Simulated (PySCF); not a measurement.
Working out the excitation energy of Mg

Mg [Ne] 3s2 (1S) → Mg [Ne] 3d2 (3F). Calculation: PySCF 2.14, in aug-cc-pVTZ (6s5p3d2f, 50 functions); no relativity, point nucleus. Frozen: [Ne]. Energies in hartree (1 hartree = 27.21139 eV):

```json
{"part": "UHF", "Mg (lower)": "-199.613351", "Mg (upper)": "-199.121567"}
{"part": "MP2 opposite-spin", "Mg (lower)": "-0.023713", "Mg (upper)": "0.000000"}
{"part": "MP2 same-spin", "Mg (lower)": "0.000000", "Mg (upper)": "-0.004231"}
```

What does Hartree-Fock give?

(-199.121567) − (-199.613351) = 0.491784 hartree = 13.382 eV.

What do MP2 and SCS-MP2 (6/5 opposite-spin, 1/3 same-spin) give?

The opposite-spin parts differ by 0.645 eV and the same-spin parts by -0.115 eV. MP2: 13.382 + (0.645) + (-0.115) = 13.912 eV. SCS-MP2: 13.382 + 1.2 × (0.645) + (-0.115)/3 = 14.118 eV.

The upper state lies above the first ionisation limit, where it may autoionise and the basis confines it.
